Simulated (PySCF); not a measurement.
**ZrO2, singlet: molecular constants**

Method: B3LYP in PySCF with Zr def2-TZVP with ECP28, O def2-TZVP; scalar-relativistic core potentials, no spin–orbit coupling; density-fitted integrals.

The structure is a minimum.

| Property | Result |
| --- | --- |
| Point group | C2v |
| Bond lengths | Zr–O 1.776 Å (×2) |
| Bond angles | O–Zr–O 108.3° |
| Zero-point energy | 12.6 kJ/mol |
| Lowest empty level | -3.34 eV |
| Principal polarisabilities | 23.2, 36.3, 53.9 bohr³ |
| Atomisation energy without zero-point energy | 1358 kJ/mol |
| Heat capacity Cp at 298.15 K | 44.4 J/(mol K) |
| Rotational symmetry number | 2 |
| Enthalpy at 298.15 K above 0 K | 11.28 kJ/mol |
| Rotational constants | 0.6599, 0.2543, 0.1836 cm⁻¹ |
| Dipole moment | 7.89 D |
| Principal quadrupole moments (Buckingham, traceless) about the centre of mass | -15.21, 4.21, 11.01 D Å |
| Highest occupied level | -6.56 eV |
| Entropy at 298.15 K and 1 bar | 268.2 J/(mol K) |

Harmonic modes (masses in u: Zr 89.905, O 15.995):
```tsv
symmetry	ω (cm⁻¹)	IR (km/mol)	type
a1	306	10.0	bend
b2	866	342	stretch
a1	936	49.3	stretch
```

In C2v the vibrations span 2a1 + b2. Here b1 is antisymmetric to the molecular plane and b2 lies in it.

Charges (e):
```
atom  Mulliken  Löwdin  polar tensor  Mayer order to Zr1
 Zr1      1.25    0.74          1.86                   –
O2,3     -0.63   -0.37         -0.93                2.04
```

Mulliken populations on Zr1 (electrons outside its core potential): s 2.08, p 6.14, d 2.43, f 0.10.

Outer orbital energies (eV). occupied: -22.40, -22.00, -8.69, -8.39, -8.19, -7.75, -7.38, -6.56; empty: -3.34, -1.93, -1.74, -0.17.

Formally Zr is in oxidation state +4, d0. A d0 centre has no lone pair, yet it is C2v rather than linear: covalent bonding through the d orbitals favours lower symmetry. The polar-tensor charge on Zr, 1.86, is far below the formal one.

This need not be the most stable arrangement of these atoms.

The final relaxation and frequency run took 24 s on 2 threads of a shared Arm Neoverse V1 host, with 102 basis functions and 10 gradients; the process peaked at 0.94 GiB. Launch command: `OMP_NUM_THREADS=2 python axn.py task.json out`.
